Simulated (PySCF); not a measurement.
# Correlation energy of O+ (oxygen, charge +1)

[He] 2s2 2p3, high-spin 4S determinant. Calculation: PySCF 2.14, in jorge-DZP-DKH (4s2p1d, 15 functions); the spin-free X2C one-electron Hamiltonian (Gaussian nucleus). Frozen: 1s2; 5 electrons correlated.

MP2 pair energies summed by pair of shells (mhartree):

```tsv
pair	energy	share (%)
2s-2p	-44.73	66.9
2p-2p	-14.46	21.6
2s-2s	-7.68	11.5
```

Total MP2 correlation energy: -66.87 mhartree.

Same-spin part -17.05 and opposite-spin part -49.83 mhartree; SCS-MP2 scales them by 1/3 and 6/5 to -65.47 mhartree.

| level | correlation energy (mhartree) |
| --- | --- |
| CCSD | -81.11 |
| (T) | -0.50 |
| CCSD(T) | -81.61 |

Diagnostics: T1 = 0.0043, D1 = 0.0079, largest double amplitude 0.034.

Cost of the coupled-cluster step: 0.12 s of wall time on 1 thread of Neoverse-N1 (shared host), for 5 correlated electrons.
